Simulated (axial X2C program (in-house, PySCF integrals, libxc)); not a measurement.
## Nuclear properties of TlCl⁻

Computed with an axial X2C code built on PySCF integrals: two-component X2C with atomic mean-field Coulomb and Gaunt terms, Gaussian nuclei, basis Tl dyall-acv3z, Cl dyall-av3z with contracted cores.

R = 2.723 Å (near the PBE0 minimum at charge -1 of the determinant lowest at the starting distance; the state shown can have its own minimum elsewhere).

Determinant lowest in the PBE0 search, Ω = 1/2 (⟨Sz⟩ = -0.47, ⟨Lz⟩ = 0.97 at PBE0), spin on the atoms Tl -0.48, Cl 0.01:

```tsv
level	Eeff magnitude (GV/cm)	Ws magnitude Tl (kHz)	A∥/gI Tl (MHz)	qzz Tl (a.u.)	A∥/gI Cl (MHz)	qzz Cl (a.u.)
PBE0	17.3	39.4	5300	0.13	56.6	0.75
HF	23.3	54.2	6390	0.52	46.6	0.59
BP86	14.8	33.7	4820	-0.29	61.2	0.78
PBE	13.9	31.5	4610	-0.46	61	0.79
LDA	16.8	38.4	4830	-0.21	70	0.81
```

Determinant 0.46 eV from it at PBE0 and this distance, Ω = 3/2 (⟨Sz⟩ = 0.50, ⟨Lz⟩ = 1.00 at PBE0), spin on the atoms Tl 0.51, Cl -0.01:

| level | Eeff magnitude (GV/cm) | Ws magnitude Tl (kHz) | A∥/gI Tl (MHz) | qzz Tl (a.u.) | A∥/gI Cl (MHz) | qzz Cl (a.u.) |
| --- | --- | --- | --- | --- | --- | --- |
| PBE0 | 3.26 | 2.69 | -184 | -2.50 | 8.58 | 0.86 |
| HF | 13.3 | 10.6 | -695 | -2.47 | 6.98 | 0.71 |
| BP86 | 2.3 | 1.9 | -99 | -2.70 | 10.4 | 0.88 |
| PBE | 1.98 | 1.66 | -84.2 | -2.84 | 9.59 | 0.88 |
| LDA | 1.47 | 1.26 | -24.8 | -2.60 | 11.2 | 0.92 |

Eeff is the effective electric field on the electron electric dipole moment in this Ω state and Ws the scalar–pseudoscalar constant of the nucleus named (defined with the proton number Z and per Ω); A∥ (defined per Ω) follows by multiplying with gI = μI/(I μN); qzz is the electric field gradient, eQq0 = 234.96 MHz × Q/barn × qzz. The operators were transformed with the bare-nucleus X2C matrices; with these basis sets, hyperfine constants and field gradients can be off by tens of per cent, and where levels differ in sign neither size nor sign is settled.

Question: With gI(205Tl) = 3.2764, gI(35Cl) = 0.5479, Q(35Cl) = -0.08112 barn (g factors from the IAEA table of nuclear moments by Stone; Q from Pyykkö, Mol. Phys. 2018), turn the PBE0 values of the first state into constants in MHz.

Answer: A∥(205Tl) = 5300 × 3.2764 = 17400 MHz; A∥(35Cl) = 56.6 × 0.5479 = 31 MHz; eQq0(35Cl) = 234.96 × (-0.08112) × (0.75) = -14.3 MHz.

Each state is one determinant with collinear spin. Unrestricted Hartree–Fock can overshoot spin polarisation at the nuclei. For an anion, determinants above electron detachment, or with a positive highest level, are held by the basis set. Where Eeff spreads by more than a factor of two the levels disagree and none is to be relied on. The search compared states at one distance, so a state with another bond length can lie lower. Further determinants of the search, some of them spin-mixed, are not shown. Where a field gradient or hyperfine factor spreads by more than a factor of two over the levels, a constant derived from it is not to be relied on. PBE0 term energies can be off by some tenths of an eV.
